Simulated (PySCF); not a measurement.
Run record: core-ionisation job, `N#Cc1cnn[n-]1`.

Method: delta-SCF UKS SCAN, pcX-2 on the ionised atom, pcseg-1 elsewhere, spin-free X2C (PySCF 2.14.0). Geometry: GFN2-xTB. A driver script takes a list of jobs; this job's settings line and coordinates (Å) are shown.

Command:
```bash
OMP_NUM_THREADS=1 python probes_run.py task.json out
```

Input:
```
{"job": {"kind": "xps"}, "charge": -1, "multiplicity": 1}
N      2.858671    -0.164814     0.487555
C      1.704049    -0.232389     0.461775
C      0.320116    -0.258144     0.423245
C     -0.566428     0.818912     0.240963
N     -1.800797     0.327898     0.274794
N     -1.695892    -0.980918     0.466298
N     -0.459637    -1.365886     0.559093
H     -0.351025     1.864754     0.096547
```

Estimate the output.

```
ground state, core basis on atom 0 (N), 134 functions
  cycle   1  E = -333.85470091  |g| = 4.60e-01
  cycle   2  E = -333.76027067  |g| = 8.20e-01
  cycle   3  E = -333.88734497  |g| = 2.90e-01
  cycle   4  E = -333.90682842  |g| = 7.00e-02
  cycle   5  E = -333.90775591  |g| = 2.90e-02
  cycle   6  E = -333.90792983  |g| = 7.83e-03
  cycle   7  E = -333.90793909  |g| = 4.69e-03
  cycle   8  E = -333.90794284  |g| = 2.47e-03
  cycle   9  E = -333.90794519  |g| = 7.12e-04
  cycle  10  E = -333.90794332  |g| = 2.13e-04
  E(ground) = -333.92204435 Eh
hole in N 1s of atom 0
  cycle   1  E = -318.48161963  |g| = 1.85e+00
  cycle   2  E = -314.62710448  |g| = 2.92e+00
  cycle   3  E = -317.98952662  |g| = 1.47e+00
  cycle   4  E = -318.92338692  |g| = 7.99e-01
  cycle   5  E = -319.08627346  |g| = 4.73e-01
  cycle   6  E = -319.19650066  |g| = 1.44e-01
  cycle   7  E = -319.20273815  |g| = 8.05e-02
  cycle   8  E = -319.20542418  |g| = 2.78e-02
  cycle   9  E = -319.20577329  |g| = 1.13e-02
  cycle  10  E = -319.20585058  |g| = 3.34e-03
  cycle  11  E = -319.20586443  |g| = 3.23e-03
  cycle  12  E = -319.20587114  |g| = 1.37e-03
  cycle  13  E = -319.20587211  |g| = 9.08e-04
  cycle  14  E = -319.20587299  |g| = 2.11e-04
  E(ion) = -319.22004488 Eh   <S^2> = 0.7970   hole on atom = 1.000   binding energy = 400.062 eV
ground state, core basis on atom 1 (C), 134 functions
  cycle   1  E = -333.89789300  |g| = 5.94e-02
  cycle   2  E = -333.89736498  |g| = 5.14e-02
  cycle   3  E = -333.89717140  |g| = 5.84e-02
  cycle   4  E = -333.89798007  |g| = 1.07e-02
  cycle   5  E = -333.89800713  |g| = 2.73e-03
  cycle   6  E = -333.89800837  |g| = 4.96e-04
  E(ground) = -333.91618918 Eh
hole in C 1s of atom 1
  cycle   1  E = -322.77191650  |g| = 1.51e+00
  cycle   2  E = -316.68166809  |g| = 3.12e+00
  cycle   3  E = -317.61240079  |g| = 2.27e+00
  cycle   4  E = -322.75603532  |g| = 1.04e+00
  cycle   5  E = -323.25256027  |g| = 4.01e-01
  cycle   6  E = -323.25902996  |g| = 3.70e-01
  cycle   7  E = -323.32651998  |g| = 8.93e-02
  cycle   8  E = -323.32946625  |g| = 3.30e-02
  cycle   9  E = -323.32989964  |g| = 1.74e-02
  cycle  10  E = -323.33007656  |g| = 5.54e-03
  cycle  11  E = -323.33011326  |g| = 3.52e-03
  cycle  12  E = -323.33014036  |g| = 2.45e-03
  cycle  13  E = -323.33015083  |g| = 2.07e-03
  cycle  14  E = -323.33015225  |g| = 1.02e-03
  cycle  15  E = -323.33015420  |g| = 4.08e-04
  E(ion) = -323.34621625 Eh   <S^2> = 0.7950   hole on atom = 1.000   binding energy = 287.624 eV
ground state, core basis on atom 2 (C), 134 functions
  cycle   1  E = -333.89874488  |g| = 6.26e-02
  cycle   2  E = -333.89805953  |g| = 6.13e-02
  cycle   3  E = -333.89806632  |g| = 6.13e-02
  cycle   4  E = -333.89891153  |g| = 9.65e-03
  cycle   5  E = -333.89893341  |g| = 3.72e-03
  cycle   6  E = -333.89893686  |g| = 8.43e-04
  cycle   7  E = -333.89893727  |g| = 1.38e-04
  E(ground) = -333.91565919 Eh
hole in C 1s of atom 2
  cycle   1  E = -322.78525420  |g| = 1.53e+00
  cycle   2  E = -320.87249593  |g| = 2.58e+00
  cycle   3  E = -322.89540295  |g| = 1.00e+00
  cycle   4  E = -323.20643551  |g| = 5.81e-01
  cycle   5  E = -323.34355955  |g| = 1.72e-01
  cycle   6  E = -323.35285184  |g| = 9.82e-02
  cycle   7  E = -323.35754125  |g| = 2.30e-02
  cycle   8  E = -323.35767673  |g| = 1.56e-02
  cycle   9  E = -323.35778732  |g| = 5.84e-03
  cycle  10  E = -323.35781053  |g| = 2.34e-03
  cycle  11  E = -323.35781812  |g| = 1.40e-03
  cycle  12  E = -323.35782325  |g| = 7.70e-04
  cycle  13  E = -323.35782416  |g| = 7.24e-04
  cycle  14  E = -323.35782492  |g| = 2.41e-04
  E(ion) = -323.37286725 Eh   <S^2> = 0.7733   hole on atom = 1.000   binding energy = 286.884 eV
ground state, core basis on atom 3 (C), 134 functions
  cycle   1  E = -333.89761940  |g| = 5.81e-02
  cycle   2  E = -333.89754433  |g| = 2.51e-02
  cycle   3  E = -333.89737934  |g| = 3.56e-02
  cycle   4  E = -333.89767344  |g| = 9.15e-03
  cycle   5  E = -333.89769340  |g| = 2.11e-03
  cycle   6  E = -333.89769366  |g| = 8.11e-04
  cycle   7  E = -333.89769352  |g| = 2.09e-04
  E(ground) = -333.91393748 Eh
hole in C 1s of atom 3
  cycle   1  E = -322.79526832  |g| = 1.52e+00
  cycle   2  E = -321.28086791  |g| = 2.32e+00
  cycle   3  E = -323.06904366  |g| = 8.06e-01
  cycle   4  E = -323.20839474  |g| = 6.06e-01
  cycle   5  E = -323.36163423  |g| = 1.67e-01
  cycle   6  E = -323.36592660  |g| = 1.34e-01
  cycle   7  E = -323.37452485  |g| = 2.16e-02
  cycle   8  E = -323.37462139  |g| = 1.56e-02
  cycle   9  E = -323.37474173  |g| = 5.02e-03
  cycle  10  E = -323.37475870  |g| = 1.68e-03
  cycle  11  E = -323.37476129  |g| = 1.35e-03
  cycle  12  E = -323.37476190  |g| = 6.87e-04
  cycle  13  E = -323.37476240  |g| = 3.49e-04
  E(ion) = -323.38963643 Eh   <S^2> = 0.7752   hole on atom = 1.000   binding energy = 286.381 eV
ground state, core basis on atom 4 (N), 134 functions
  cycle   1  E = -333.90885296  |g| = 7.61e-02
  cycle   2  E = -333.90856760  |g| = 4.30e-02
  cycle   3  E = -333.90844356  |g| = 4.83e-02
  cycle   4  E = -333.90898131  |g| = 1.14e-02
  cycle   5  E = -333.90901030  |g| = 2.17e-03
  cycle   6  E = -333.90901023  |g| = 9.21e-04
  cycle   7  E = -333.90901095  |g| = 1.86e-04
  E(ground) = -333.92356329 Eh
hole in N 1s of atom 4
  cycle   1  E = -318.48693220  |g| = 1.86e+00
  cycle   2  E = -316.55629604  |g| = 2.72e+00
  cycle   3  E = -318.70324715  |g| = 1.00e+00
  cycle   4  E = -318.99184771  |g| = 6.71e-01
  cycle   5  E = -319.19384362  |g| = 1.75e-01
  cycle   6  E = -319.19932235  |g| = 1.19e-01
  cycle   7  E = -319.20634783  |g| = 3.02e-02
  cycle   8  E = -319.20678839  |g| = 9.38e-03
  cycle   9  E = -319.20680462  |g| = 8.10e-03
  cycle  10  E = -319.20683486  |g| = 3.23e-03
  cycle  11  E = -319.20683990  |g| = 1.48e-03
  cycle  12  E = -319.20684342  |g| = 7.24e-04
  cycle  13  E = -319.20684320  |g| = 4.08e-04
  E(ion) = -319.22062499 Eh   <S^2> = 0.7753   hole on atom = 1.000   binding energy = 400.087 eV
ground state, core basis on atom 5 (N), 134 functions
  cycle   1  E = -333.91060058  |g| = 7.54e-02
  cycle   2  E = -333.91044115  |g| = 3.39e-02
  cycle   3  E = -333.91004746  |g| = 5.16e-02
  cycle   4  E = -333.91069684  |g| = 9.37e-03
  cycle   5  E = -333.91071705  |g| = 2.44e-03
  cycle   6  E = -333.91071697  |g| = 4.80e-04
  E(ground) = -333.92558797 Eh
hole in N 1s of atom 5
  cycle   1  E = -318.46770385  |g| = 1.86e+00
  cycle   2  E = -316.63105269  |g| = 2.66e+00
  cycle   3  E = -318.81418114  |g| = 8.51e-01
  cycle   4  E = -318.91314911  |g| = 7.15e-01
  cycle   5  E = -319.16165890  |g| = 2.50e-01
  cycle   6  E = -319.17285927  |g| = 1.90e-01
  cycle   7  E = -319.18936239  |g| = 3.28e-02
  cycle   8  E = -319.18979077  |g| = 8.42e-03
  cycle   9  E = -319.18980650  |g| = 6.51e-03
  cycle  10  E = -319.18982309  |g| = 3.56e-03
  cycle  11  E = -319.18983033  |g| = 8.84e-04
  cycle  12  E = -319.18982978  |g| = 3.98e-04
  E(ion) = -319.20340610 Eh   <S^2> = 0.7773   hole on atom = 1.000   binding energy = 400.611 eV
ground state, core basis on atom 6 (N), 134 functions
  cycle   1  E = -333.90867815  |g| = 7.53e-02
  cycle   2  E = -333.90848534  |g| = 3.74e-02
  cycle   3  E = -333.90808788  |g| = 5.60e-02
  cycle   4  E = -333.90874920  |g| = 1.37e-02
  cycle   5  E = -333.90879014  |g| = 1.99e-03
  cycle   6  E = -333.90879013  |g| = 6.19e-04
  cycle   7  E = -333.90879060  |g| = 2.06e-04
  E(ground) = -333.92395618 Eh
hole in N 1s of atom 6
  cycle   1  E = -318.48098833  |g| = 1.86e+00
  cycle   2  E = -316.62746468  |g| = 2.72e+00
  cycle   3  E = -318.76292669  |g| = 9.70e-01
  cycle   4  E = -318.94999437  |g| = 7.41e-01
  cycle   5  E = -319.17551388  |g| = 2.34e-01
  cycle   6  E = -319.18852303  |g| = 1.61e-01
  cycle   7  E = -319.20118930  |g| = 2.99e-02
  cycle   8  E = -319.20130736  |g| = 2.29e-02
  cycle   9  E = -319.20158370  |g| = 5.01e-03
  cycle  10  E = -319.20160083  |g| = 1.52e-03
  cycle  11  E = -319.20160274  |g| = 8.03e-04
  cycle  12  E = -319.20160395  |g| = 4.88e-04
  E(ion) = -319.21561177 Eh   <S^2> = 0.7752   hole on atom = 1.000   binding energy = 400.234 eV
```

Cycles run on a coarse grid; E(ground) and E(ion) are re-evaluated on a finer one, so they differ from the last cycle. The program numbers atoms from 0.

How does the 1s binding energy of N1 follow from the two total energies?

E(ion) − E(ground) = -319.22004488 − (-333.92204435) = 14.701999 Eh, times 27.211386 eV gives 400.06 eV.

Main results: N1s of N1 400.06 eV; C1s of C2 287.62 eV; C1s of C3 286.88 eV; C1s of C4 286.38 eV; N1s of N5 400.09 eV; N1s of N6 400.61 eV; N1s of N7 400.23 eV.

Isolated species at its GFN2-xTB geometry, gas phase.

Estimate the wall time. Hardware: one thread, Intel Xeon Platinum 8259CL at 2.50 GHz (x86_64), on a shared host. And the peak memory of the process?

About 61 s, with 0.45 GiB resident at the peak, the Python interpreter and its libraries included.
Labels such as C1 count atoms from 1, the log's own numbers from 0.
